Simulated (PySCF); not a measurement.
C2H7MgNO (SMILES C[N](C)[Mg][OH]), singlet, geometry from GFN2-xTB (such geometries of metal compounds can be far from the true shape). Base run: CAMB3LYP/6-31G, polarisability (PySCF).

Here is a job for PySCF.
```python
from pyscf import gto, scf, dft
from pyscf.prop import polarizability

mol = gto.M(
    atom='''
Mg    0.28127382    0.64091694   -1.04204100
O     1.84991306    0.96613139   -0.41869814
H     2.71250343    1.35780111   -0.49743233
N    -0.91319110   -0.40873840    0.07165394
C    -1.21366878    0.24860502    1.31424671
C    -0.40578288   -1.73163651    0.31435016
H    -1.97766872   -0.33173794    1.84794564
H    -0.33959216    0.34001289    1.97916562
H    -1.60741060    1.24656560    1.11269086
H     0.50879236   -1.73949642    0.92914514
H    -1.16930472   -2.31315135    0.84745737
H    -0.19286223   -2.22069064   -0.63805393
''',
    basis='6-31g',
    verbose=4,
)

mf = dft.RKS(mol)
mf.xc = 'camb3lyp'
mf.kernel()
alpha = mf.Polarizability().polarizability()[2, 2]
print('alpha_zz =', alpha)
```

Variants of this job, named by their change:

```
change                                         alpha_zz (bohr³)  basis functions  core-seconds (rough)
---------------------------------------------  ----------------  ---------------  --------------------
base                                                      56.32               63                    60
functional = pbe                                          67.93               63                    20
finite field (a.u.) = 0.001; conv_tol = 1e-11             56.32               63                    90
basis = cc-pVDZ                                             ___              ___                   100
basis = STO-3G                                            25.05               36                    20
finite field (a.u.) = 0.02; conv_tol = 1e-11              57.80               63                    90
finite field (a.u.) = 2e-4; conv_tol = 1e-11              56.32               63                    80
finite field (a.u.) = 0.05; conv_tol = 1e-11              82.03               63                   100
finite field (a.u.) = 2e-4; conv_tol = 1e-6               48.81               63                    50
functional = pbe0                                         58.78               63                    20
functional = lda,vwn                                        ___               63                    10
basis = 6-31+G*                                           61.44              108                   100
```

### Question
Complete the blanks.

### Answer

- basis = cc-pVDZ, alpha_zz (bohr³): 59.94
- basis = cc-pVDZ, basis functions: 109
- functional = lda,vwn, alpha_zz (bohr³): 67.85

Finite-field rows take the second difference of the energy in a field along z; a small field with loose convergence shows SCF noise divided by the square of the field, and a large one adds hyperpolarisability.
